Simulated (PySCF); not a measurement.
ECD: `C#C[C@@H]1/C(=C/F)[C@H]1F`, C₆H₄F₂

Geometry:
| atom | x (Å) | y (Å) | z (Å) |
| --- | --- | --- | --- |
| C1 | -2.688 | 0.593 | -0.285 |
| C2 | -1.659 | 0.116 | 0.099 |
| C3 | -0.425 | -0.459 | 0.540 |
| C4 | 0.865 | 0.124 | 0.111 |
| C5 | 1.720 | 1.106 | 0.218 |
| F6 | 2.881 | 1.122 | -0.456 |
| C7 | 0.473 | -1.166 | -0.462 |
| F8 | 1.112 | -2.297 | -0.055 |
| H9 | -3.597 | 1.005 | -0.607 |
| H10 | -0.459 | -0.881 | 1.540 |
| H11 | 1.594 | 1.985 | 0.835 |
| H12 | 0.182 | -1.247 | -1.504 |

Theory: PySCF, TDDFT CAM-B3LYP/def2-SVPD circular dichroism and optical rotation, one conformer, gas phase. Geometry: GFN2-xTB.

Singlets 13 and 14 lie within 0.01 eV of each other, so their separate moments and overlaps can depend on how they mix.

Task: Assign R or S to each stereocentre.

Result: C3 R, C7 S.

Task: List the lowest 16 singlet excitations with oscillator and rotatory strengths.

Result: Rotatory strengths R in 10⁻⁴⁰ esu² cm², velocity form and length form (origin at the centre of mass); f in length form.
```csv
state,E (eV),λ (nm),f,R (velocity),R (length),main
1,6.20,200,0.0005,-1.1,-1.3,"HOMO→LUMO 0.63, HOMO→LUMO+3 0.12"
2,6.53,190,0.004,+4.4,+3.6,"HOMO−2→LUMO 0.44, HOMO−1→LUMO 0.15"
3,6.70,185,0.0005,+0.1,+0.1,"HOMO−2→LUMO+2 0.22, HOMO→LUMO 0.14"
4,6.82,182,0.028,+36.5,+36.3,"HOMO→LUMO+2 0.19, HOMO−2→LUMO+3 0.14"
5,6.89,180,0.007,-6.6,-6.9,"HOMO→LUMO+3 0.22, HOMO−2→LUMO+2 0.13"
6,7.08,175,0.377,+3.5,+3.6,"HOMO−1→LUMO 0.72, HOMO−2→LUMO 0.16"
7,7.36,168,0.007,-4.2,-3.9,"HOMO−1→LUMO+1 0.49, HOMO−1→LUMO+2 0.22"
8,7.62,163,0.042,-3.2,-1.3,"HOMO→LUMO+1 0.48, HOMO→LUMO+2 0.26"
9,7.89,157,0.026,+1.1,0.0,"HOMO−3→LUMO 0.37, HOMO−2→LUMO+1 0.22"
10,7.93,156,0.042,-39.2,-37.3,"HOMO−3→LUMO 0.30, HOMO−2→LUMO+1 0.19"
11,8.12,153,0.009,+11.7,+11.4,"HOMO−1→LUMO+2 0.35, HOMO−1→LUMO+1 0.21"
12,8.35,148,0.002,-1.3,-1.0,"HOMO−1→LUMO+3 0.51, HOMO−1→LUMO+5 0.17"
13,8.59,144,0.021,-19.7,-20.3,"HOMO−4→LUMO 0.24, HOMO→LUMO+4 0.22"
14,8.60,144,0.008,+0.8,+1.4,"HOMO→LUMO+6 0.36, HOMO→LUMO+5 0.36"
15,8.75,142,0.323,+72.6,+70.8,"HOMO−2→LUMO+3 0.17, HOMO−2→LUMO+1 0.13"
16,8.79,141,0.009,+6.8,+6.4,"HOMO−4→LUMO 0.53, HOMO→LUMO+4 0.14"
```

Among the states computed, the strongest CD band (largest |R|) is state 15. The largest dissymmetry factor in size, g = 4R/(D+G), with D and G the electric and magnetic dipole strengths, is -0.026 for state 1 (velocity form, f = 0.0004), among bands with |R| over 0.5. The mirror image has the same energies and oscillator strengths and all R with the opposite sign.
